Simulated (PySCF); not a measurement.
Simulated C 1s region for `CC(C)[AsH][GeH3]`, binding energy against the vacuum level.

Every computed line was given a Gaussian of 0.8 eV full width at half maximum and an area set by the number of equivalent atoms; the highest printed point is 100. Level of theory: delta-SCF UKS SCAN, pcX-2 on the ionised atom, pcseg-1 elsewhere, spin-free X2C (PySCF).

```tsv
binding energy (eV)	intensity
289.3	0
289.4	1
289.5	1
289.6	3
289.7	6
289.8	11
289.9	19
290.0	30
290.1	45
290.2	62
290.3	79
290.4	92
290.5	100
290.6	100
290.7	92
290.8	79
290.9	62
291.0	45
291.1	30
291.2	18
291.3	10
291.4	5
291.5	3
291.6	1
291.7	0
291.8	0
```

Task: Count the maxima, the lines and the sites behind this envelope.

Result: The curve has 1 maximum (at 290.5 eV). Under it lie 2 lines from 2 inequivalent carbon sites. At this width some lines have no maximum of their own.

Task: Decompose the envelope and assign each component. Numbering: `[CH3:1][CH:2]([CH3:3])[AsH:4][GeH3:5]`.

Result: 
```csv
position (eV),relative area,line,atoms,environment
290.41,1,C 1s,C2,sp3 CH carbon
290.62,2,C 1s,C1/C3,methyl carbon
```

The 2 C 1s values lie within 0.21 eV of each other; Gaussian lines of 0.5 eV full width would blend them into one maximum.

The curve has no shake-up lines and no vibrational structure. Topologically equivalent atoms share the value of their first member; where this conformer doesn't relate them by symmetry, their own values could differ. Geometry: PBE0-D3(BJ)/def2-SVP, one conformer, isolated molecule.

Time: 28 s. Hardware: Arm Neoverse V1, one thread, shared host.

Shape of the structure used: `[CH3:1][CH:2]([CH3:3])[AsH:4][GeH3:5]`: C1–C2–As4–Ge5 74°.
